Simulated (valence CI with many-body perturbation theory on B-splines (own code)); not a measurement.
The numbers below are computed, except where a source is named.
# Pr³⁸⁺: input, log and results

Method: configuration interaction combined with many-body perturbation theory (CI+MBPT): three valence electrons over a frozen Dirac-Fock core [Ar], radial functions for each j: 6 s, 6 p, 5 d, 5 f, 1 g, with the one-electron correlation potential Σ1 (screened to all orders), the two-electron term Σ2, the three-electron term Σ3, Breit, model QED; selected single and double excitations, second order for the rest, scaled by the run's own slope (own B-spline code, finite nucleus).

Command, and the settings that its task file holds:

```sh
python run_cv.py task.json out
```

```
atom Pr  Z=59  mass_number=141  rms_radius_fm=4.8919
core [Ar]
valence 3d3
avg = 1
basis = S
breit = 1
cap = 10000
capref = 1200
cscale = 1
de = 0.0
dress = 0
eps = 2e-08
extrap = 1
h = 1.1
hh = 1
l2 = 3
lcore = 6
maxit = 60
n2 = 5
natural = 1
nlev = 20
nno = [3, 3, 3, 3, 1]
nroot = 26
nsp = [3, 3, 2, 2, 0]
pt2 = 1
qed = 1
rpa = 1
s1 = 1
s2 = 1
s3 = 1
screen = 1
tol = 2e-05
whole = 1
```

It took 16 s on 1 thread of Arm Neoverse N1, with other jobs on the host.

Log. The first blocks belong to the next ion, which gives the ionisation energy. Fields: 2J, parity (1 odd), roots, reference size, generating configurations, candidates as configurations/state functions, variational space P, stored matrix elements, Davidson steps; e2 is the range of second-order energies in hartree. The first line gives the box (bohr), its intervals, the orbitals and the steps of their self-consistent field. Window is the range of levels sought, series limit the energy at which the first omitted orbital would enter, core excitation an estimate of the first excitation out of the core, left out the lowest levels not solved, and shifts from estimates the range by which levels moved from their first estimate, all in cm⁻¹.

```
rmax 2.9 intervals 30 orbitals 40 references ['3d3', '3d2 4s', '3d2 4p'] scf 3 t 0.6
2J=4 par=0 roots 2 ref 42 generators 3 cand 287/287 P 329/329 nnz 0 it 0
2J=4 par=0 roots 2 ref 42 generators 3 cand 6/6 P 335/335 nnz 0 it 0
   second order: generators 6 cand 0/0 e2 -0.00000 -0.00000
2J=0 par=0 roots 2 ref 17 generators 2 cand 106/106 P 123/123 nnz 0 it 0
2J=0 par=0 roots 2 ref 17 generators 2 cand 2/2 P 125/125 nnz 0 it 0
   second order: generators 3 cand 0/0 e2 -0.00000 -0.00000
2J=6 par=0 roots 2 ref 32 generators 2 cand 241/241 P 273/273 nnz 0 it 0
2J=6 par=0 roots 2 ref 32 generators 4 cand 3/3 P 276/276 nnz 0 it 0
   second order: generators 9 cand 6/6 e2 -0.00000 -0.00000
reference levels 431, estimated 19, window 744517 1/cm; series limit 14784948, core excitation 1717356
2J=3 par=0 roots 5 ref 31 generators 4 cand 79/170 P 767/1857 nnz 0 it 4
2J=3 par=0 roots 5 ref 31 generators 4 cand 32/66 P 799/1923 nnz 0 it 4
   second order: generators 5 cand 389/972 e2 -0.00000 -0.00000
2J=5 par=0 roots 5 ref 33 generators 3 cand 91/221 P 759/2126 nnz 0 it 3
2J=5 par=0 roots 5 ref 33 generators 3 cand 46/107 P 805/2233 nnz 0 it 3
   second order: generators 5 cand 761/2094 e2 -0.00000 -0.00000
2J=7 par=0 roots 3 ref 25 generators 2 cand 100/230 P 703/1939 nnz 0 it 3
2J=7 par=0 roots 3 ref 25 generators 2 cand 42/93 P 745/2032 nnz 0 it 3
   second order: generators 2 cand 23/49 e2 -0.00000 -0.00000
2J=9 par=0 roots 3 ref 18 generators 3 cand 70/154 P 618/1508 nnz 0 it 3
2J=9 par=0 roots 3 ref 18 generators 3 cand 39/73 P 657/1581 nnz 0 it 3
   second order: generators 3 cand 8/34 e2 -0.00000 -0.00000
2J=1 par=0 roots 2 ref 19 generators 2 cand 96/149 P 685/1084 nnz 0 it 0
2J=1 par=0 roots 2 ref 19 generators 2 cand 14/22 P 699/1106 nnz 0 it 0
   second order: generators 2 cand 21/21 e2 -0.00000 -0.00000
2J=11 par=0 roots 1 ref 6 generators 1 cand 40/83 P 433/938 nnz 0 it 0
2J=11 par=0 roots 1 ref 6 generators 1 cand 22/38 P 455/976 nnz 0 it 0
   second order: generators 1 cand 47/67 e2 -0.00000 -0.00000
left out: unestimated 8894474, estimated none, shifts from estimates -0 to 0
operators 1.1
```

The Davidson iterations converged. The settings are bad on purpose, so the numbers may not be properties of the ion.

The last digits are not significant, and no measured levels were compared; by estimate large intervals hold to a few tenths of a per cent, small ones and those within an open d or f shell to about a per cent. Only levels of the ground parity were solved; by the run's estimate the other parity begins above the list, which can be wrong where configurations are misplaced.

- Valence energy: -312.736 hartree
- Ionisation energy: 2729.6 eV (NIST: 2729 ± 4 eV (theoretical))
- Reference configurations for the orbitals: 3d3, 3d2 4s, 3d2 4p
- Radial orbitals: 40
- Box radius: 2.939 bohr
- Largest variational space: 2233
- Lowest levels: (3d3/2^3) J=3/2 0.000, (3d3/2^2 3d5/2) J=5/2 [a] 18.832, (3d3/2^2 3d5/2) J=3/2 24.394, (3d3/2^2 3d5/2) J=7/2 25.595, (3d3/2^2 3d5/2) J=9/2 26.839, (3d3/2^2 3d5/2) J=1/2 27.934, (3d3/2^2 3d5/2) J=5/2 [b] 41.764, (3d3/2 3d5/2^2) J=7/2 [a] 45.067, (3d3/2 3d5/2^2) J=9/2 47.657, (3d3/2 3d5/2^2) J=3/2 [a] 51.565, (3d3/2 3d5/2^2) J=1/2 53.598, (3d3/2 3d5/2^2) J=11/2 55.266, (3d3/2 3d5/2^2) J=5/2 [a] 57.161, (3d3/2 3d5/2^2) J=5/2 [b] 60.460 eV

Levels are named by their leading jj configuration (3d3/2^4 stands for four electrons in 3d with j = 3/2), which in mixed levels can hold well under half, so a name can repeat and another be missing. Letters in brackets count levels of one name in rising energy.
